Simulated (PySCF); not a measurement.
C6H10Si2, SMILES [SiH3]c1ccccc1[SiH3], singlet (GFN2-xTB optimised geometry):

```
18

Si    -1.722    -2.039     0.015
C     -0.702    -0.450     0.000
C     -1.372     0.770    -0.001
C     -0.692     1.975    -0.002
C      0.691     1.975     0.000
C      1.371     0.771     0.000
C      0.702    -0.450     0.000
Si     1.723    -2.039    -0.015
H     -3.136    -1.677    -0.119
H     -1.528    -2.748     1.283
H     -1.337    -2.904    -1.104
H     -2.453     0.777    -0.003
H     -1.238     2.908    -0.003
H      1.238     2.907     0.000
H      2.453     0.778     0.001
H      1.333    -2.908     1.099
H      3.136    -1.677     0.127
H      1.535    -2.743    -1.287
```

Level of theory: PBE/def2-SVP in PySCF.

Q: What are the frontier orbital energies and the dipole moment?

A: HOMO-2 -7.16 eV, HOMO-1 -6.48 eV, HOMO -6.45 eV, LUMO -1.68 eV, LUMO+1 -1.26 eV; dipole moment 1.11 D.

Meta-Löwdin charges at PBE/def2-SVP: Si1 0.42, C2 -0.19, C3 -0.10, C4 -0.10, C5 -0.10, C6 -0.10, C7 -0.19, Si8 0.42, H9 -0.08, H10 -0.08, H11 -0.08, H12 0.10, H13 0.11, H14 0.11, H15 0.10, H16 -0.08, H17 -0.08, H18 -0.08.
